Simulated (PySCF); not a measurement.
B-trichloroborazine, SMILES N1B(Cl)NB(NB1Cl)Cl, PBE0/def2-SVP optimised geometry.

```
12

Cl    -2.03     2.78     0.00
B     -1.12     1.25     0.00
N      0.30     1.25     0.00
B      1.04     0.04     0.00
Cl     2.82     0.06     0.00
N      0.33    -1.20     0.00
B     -1.09    -1.23     0.00
Cl    -1.96    -2.78     0.00
N     -1.80     0.00     0.00
H      0.80     2.13     0.00
H      0.85    -2.07     0.00
H     -2.82    -0.01     0.00
```

Density from PBE0/def2-TZVP (PySCF) at that geometry.

Minimum of the electron density along straight lines between bonded atoms, close to the bond critical point (lines longer than 1.1 times the sum of covalent radii, or with two minima, are not listed):

```
bond    length / Å  ρ at the minimum / e bohr⁻³  ∇²ρ there / e bohr⁻⁵  position (fraction from the first atom)
------  ----------  ---------------------------  --------------------  ---------------------------------------
Cl1–B2       1.775                        0.144                  0.00                                     0.71
B2–N3        1.423                        0.208                  0.45                                     0.33
N3–B4        1.423                        0.208                  0.45                                     0.67
B4–Cl5       1.775                        0.144                  0.00                                     0.30
B4–N6        1.423                        0.208                  0.45                                     0.33
N6–B7        1.423                        0.208                  0.45                                     0.67
B7–Cl8       1.775                        0.144                  0.00                                     0.30
B2–N9        1.423                        0.208                  0.45                                     0.33
B7–N9        1.423                        0.208                  0.45                                     0.33
N3–H10       1.012                        0.336                 -1.74                                     0.75
N6–H11       1.012                        0.336                 -1.74                                     0.75
N9–H12       1.012                        0.336                 -1.74                                     0.75
```
